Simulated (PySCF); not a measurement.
Run record for `c1(C)c[n+]([AlH3-])ccc1`: KT2/def2-SVPD, full TDDFT, 1 singlet.

Method: TDDFT KT2/def2-SVPD, vertical, gas phase, core orbitals frozen in the response (PySCF 2.14.0, density-fitted response routines). Geometry: GFN2-xTB. A driver script takes a list of jobs; this job's settings line and coordinates (Å) are shown.

Command:
```bash
OMP_NUM_THREADS=1 python probes_run.py task.json out
```

Input:
```
{"job": {"kind": "uv", "xc": "KT2", "basis": "def2-SVPD", "nstates": 1, "ntriplets": 0, "tda": false}, "charge": 0, "multiplicity": 1}
C     -2.420158    -0.991300    -0.340458
C     -1.227709    -0.114437    -0.140875
C     -1.350637     1.267974    -0.002390
C     -0.220038     2.045389     0.185757
C      1.014708     1.420037     0.230199
N      1.130816     0.109127     0.103496
Al     2.768397    -1.022407     0.175188
C      0.054863    -0.638073    -0.073445
H     -2.120846    -1.965528    -0.716364
H     -3.118707    -0.535547    -1.038672
H     -2.940231    -1.133174     0.606647
H     -2.327416     1.728059    -0.044360
H     -0.293947     3.116064     0.292622
H      1.943117     1.955640     0.367140
H      2.386476    -1.860320     1.457557
H      2.587515    -1.774668    -1.202005
H      3.864709     0.098422     0.293444
H      0.260329    -1.698940    -0.165140
```

Output:
```
coarse grid: 15408 points
cycle   1  E = -538.7731307962  dE =  8.593e-01  |g| = 4.046e-01  |ddm| = 2.348e+01
cycle   2  E = -538.7645536181  dE =  8.577e-03  |g| = 4.758e-01  |ddm| = 5.754e+00
cycle   3  E = -538.8255929014  dE = -6.104e-02  |g| = 1.085e-01  |ddm| = 2.421e+00
cycle   4  E = -538.8285541494  dE = -2.961e-03  |g| = 3.839e-02  |ddm| = 4.327e-01
cycle   5  E = -538.8289139990  dE = -3.598e-04  |g| = 1.261e-02  |ddm| = 1.855e-01
cycle   6  E = -538.8289474721  dE = -3.347e-05  |g| = 6.769e-03  |ddm| = 5.059e-02
cycle   7  E = -538.8289601094  dE = -1.264e-05  |g| = 9.717e-04  |ddm| = 1.972e-02
cycle   8  E = -538.8289603494  dE = -2.400e-07  |g| = 5.053e-04  |ddm| = 5.521e-03
final grid: 143856 points
cycle   9  E = -538.8751782491  dE = -1.426e-04  |g| = 1.394e-02  |ddm| = 8.155e-01
cycle  10  E = -538.8751299145  dE =  4.833e-05  |g| = 1.878e-02  |ddm| = 1.905e-01
cycle  11  E = -538.8752299521  dE = -1.000e-04  |g| = 3.666e-03  |ddm| = 1.313e-01
cycle  12  E = -538.8752330333  dE = -3.081e-06  |g| = 1.433e-03  |ddm| = 1.321e-02
cycle  13  E = -538.8752336041  dE = -5.707e-07  |g| = 2.174e-04  |ddm| = 7.781e-03
cycle  14  E = -538.8752336152  dE = -1.119e-08  |g| = 6.463e-05  |ddm| = 8.391e-04
cycle  15  E = -538.8752336162  dE = -9.494e-10  |g| = 2.158e-05  |ddm| = 2.316e-04
converged SCF energy = -538.8752336162

Static polarisability (au): isotropic 113.377, principal 78.896 120.773 140.463

Singlet excitations
state   eV       nm        f      main configurations
  1   3.1816    389.7   0.03069   H->L 0.98
```

The SCF starts on a coarse grid where the log names one; the energy can jump when the final grid takes over, and dE then counts from the start density on the new grid. H and L stand for HOMO and LUMO; the number after each pair is its weight.

Problem. How does the lowest singlet excitation compare with the HOMO–LUMO gap?

Solution. HOMO -5.89 eV and LUMO -2.82 eV give a gap of 3.07 eV; S1 at 3.18 eV lies 0.11 eV above it.

Problem. Give the mean polarisability as a volume in Å³, and the ratio of the largest to the smallest principal value.

Solution. 113.377 au × 0.148185 = 16.80 Å³; 140.463/78.896 = 1.78.

In short: SCF converged in 15 cycles with 244 basis and 896 fitting functions; HOMO -5.89 eV, LUMO -2.82 eV; lowest singlet 3.18 eV; mean polarisability 113.4 au.

Rough CPU time on one thread of a shared machine: about 2.1 min.
